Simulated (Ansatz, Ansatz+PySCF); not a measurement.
A single O atom.

UHF-MP2 on triplet O was run in several spherical basis sets with Ansatz (development build ahead of 0.2.0). Frozen core: 1 orbital.

Question: Rank the basis sets by the total energy that they give, lowest first, with the distance from the lowest.
A. def2-SVP
B. cc-pVTZ
C. def2-TZVP
D. 6-31G(d)
E. cc-pVDZ

Answer: C (0.00 eV), B (0.07 eV), E (1.72 eV), D (2.15 eV), A (3.70 eV).

Totals follow the description of the cores as much as that of the bonds, so this order isn't one of quality for chemistry.
